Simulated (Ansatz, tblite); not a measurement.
Isomers of Al5Ru2⁻ (singlet), found by a short tight-binding search and relaxed with PBE-D4/def2-SVPD in Ansatz.

In the def2 sets Ru takes a core potential; there is no spin–orbit coupling. The xTB rows come from tblite.

Run but left out: HF/def2-SVPD, MP2/def2-SVPD, CCSD/def2-SVPD, CCSD(T)/def2-SVPD (A: restricted singlet, unstable towards broken spin symmetry); PBE0-D4/def2-TZVPD (C: restricted singlet, unstable towards broken spin symmetry).

A: The restricted singlet is unstable towards broken spin symmetry in Hartree–Fock (as tested in another run); at PBE-D4/def2-TZVPD, r2SCAN-D4/def2-TZVPD, B97M-V/def2-TZVPD, r2SCANh-D4/def2-TZVPD this wasn't settled. B: The restricted singlet is unstable towards broken spin symmetry in Hartree–Fock (as tested in another run); at PBE-D4/def2-TZVPD, r2SCAN-D4/def2-TZVPD, B97M-V/def2-TZVPD, r2SCANh-D4/def2-TZVPD this wasn't settled.

Other spin states were run for one of them alone.

A:

```xyz
7

Ru    0.365    1.193    0.892
Ru   -1.367    0.282   -0.633
Al   -0.643   -1.079    1.376
Al    2.066   -0.167    1.862
Al   -1.460   -2.021   -1.245
Al    0.078    2.217   -1.413
Al    0.961   -0.425   -0.839
```

B:

Cartesian coordinates in Å:
```
Ru -0.930 1.065 0.056
Ru -1.053 -1.461 0.391
Al 0.958 -0.231 0.914
Al 0.654 -2.932 -0.259
Al 0.803 2.005 -1.190
Al -0.483 -0.710 -1.779
Al 0.051 2.264 1.867
```

C:

Cartesian coordinates in Å:
```
Ru -0.147 -0.463 0.710
Ru 0.293 2.046 -1.578
Al -1.742 -2.171 0.743
Al 1.401 -2.064 1.419
Al -1.487 1.416 -0.188
Al 1.310 1.521 0.468
Al 0.373 -0.286 -1.573
```

**Question.** Estimate which lies lowest at each level, and how far above it the others are (kJ/mol).

**Answer.** 
```
                level     A      B      C
             GFN1-xTB   0.0   61.3  216.6
             GFN2-xTB  91.1  181.9    0.0
    PBE-D4/def2-TZVPD  45.7   36.2    0.0
 r2SCAN-D4/def2-TZVPD  42.7   36.6    0.0
    B97M-V/def2-TZVPD  14.5    8.8    0.0
r2SCANh-D4/def2-TZVPD  45.6   37.1    0.0
```
Point groups (tolerance 0.1 Å): A Cs, B not assigned, C not assigned. Lower isomers may exist.
